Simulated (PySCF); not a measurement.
**Calculated NMR parameters of CC(=O)P=C(C)C**

```yaml
Formula: C5H9OP
SMILES: CC(=O)P=C(C)C
Point_group_of_the_computed_structure: C1
Carbon_signals: 5
Proton_signals: 3
```

Atoms are numbered as in `[CH3:1][C:2](=[O:3])[P:4]=[C:5]([CH3:6])[CH3:7]`. Each H is labelled by its parent atom.

Calculated, not measured (PySCF 2.14.0 with density-fitted response routines): GFN2-xTB structure, NMR shieldings at PBE0/pcSseg-1/GIAO. Isolated molecule, fast rotation and ring inversion assumed for equivalent nuclei, a single conformation, no relativistic terms.

δ = σ(ref) − σ, references computed at the same level: 1H and 13C against TMS; 31P vs H3PO4; 17O vs H2O.

| carbon | δC, type | δH (multiplicity) | HMBC from (2–3 bonds) | span of the C tensor (ppm) |
| --- | --- | --- | --- | --- |
| C1 | 39.7, CH3 | 2.62 (m) | – | 67 |
| C2 | 226.8, C | – | H(C1) | 202 |
| C5 | 237.8, C | – | H(C6), H(C7) | 440 |
| C6 | 33.5, CH3 | 2.81 (m) | H(C7) | 44 |
| C7 | 34.9, CH3 | 2.59 (m) | H(C6) | 45 |

Other nuclei:
```csv
atoms,nucleus,environment,δ (ppm),σ (ppm)
P4,31P,phosphorus bonded to 2 C,242.3,76.1
O3,17O,carbonyl oxygen,744.5,-408.4
```

- δC 237.8: carbon double-bonded to a heavier main-group atom.
- δC 226.8: carbonyl carbon.
- δC 39.7: methyl carbon α to a carbonyl; the adjacent C=O deshields it moderately.
- δC 34.9, 33.5: methyl carbon; aliphatic region, no heteroatom directly attached.
- δH 2.62: hydrogen on a methyl carbon α to a carbonyl; α to C=O.

Splittings by 31P in the carbon and heteronuclear signals aren't shown, as no couplings were computed. Shifts are as computed. Against solution values, carbons near 30 ppm lie about +3 ppm off and those near 130 ppm about +5 ppm. Of 1211 compounds with measured shifts, 218 miss one by over three times the rms of a fit or turn the order of signals round; such compounds aren't used in these exercises. Unscaled 17O shifts of doubly bonded oxygen tend to come out too high, by tens of ppm or more. Experimental scales use liquid or dissolved standards, which lie at an offset from isolated H2O (liquid H2O: subtract about 36 ppm) and H3PO4. Multiplicities follow the n + 1 count of equivalent neighbours, as no J values were calculated; m marks all less simple cases, F and P coupling included.
